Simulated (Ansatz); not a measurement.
Basis-set extrapolation for CH5BS2, SMILES `CB(S)S` (PBE0-D4/def2-TZVP geometry, frozen core, the Gaussian-basis code of Ansatz). Multiplicity 1, RHF reference.

|  | def2-TZVPP | def2-QZVPP |
| --- | --- | --- |
| HF | -860.645306 | -860.670427 |
| MP2 correlation | -0.634751 | -0.683632 |
| CCSD(T) correlation | -0.719040 | -0.764095 |

Energies in hartree. Use E(X) = E(∞) + A·exp(−7.88·√X) for Hartree–Fock and E(X) = E(∞) + B·X^(−2.97) for correlation, with X = 3 and 4.

Problem. What is the CCSD(T) energy at the basis-set limit?

Solution. HF limit: -860.670427 + (-0.025121) × 0.13774 = -860.67389. Correlation limit: -0.764095 + (-0.045055) × 0.74074 = -0.79747. Total: -861.47136 hartree, 67.2 kcal/mol below CCSD(T)/def2-TZVPP.
